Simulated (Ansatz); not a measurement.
HO2 (SMILES [O]O) moved off its minimum; all values from Ansatz (an electronic-structure program), cores frozen in correlated methods. Open shells are unrestricted.
(charge 0, multiplicity 2)
```xyz
3

O     -0.45300     0.30301     0.07523
O      0.64172    -0.33897    -0.08623
H     -1.31965    -0.18352    -0.05748
```

Problem. Give the forces (eV/Å), the total energy and the dipole at CCSD(T)/aug-cc-pVTZ.

Solution. 
```json
[
 {"atom": "O1", "Fx": "-2.522", "Fy": "2.482", "Fz": "0.635"},
 {"atom": "O2", "Fx": "1.043", "Fy": "-1.805", "Fz": "-0.466"},
 {"atom": "H3", "Fx": "1.479", "Fy": "-0.677", "Fz": "-0.168"}
]
```
Energy -150.7181 hartree, dipole 2.32 D.
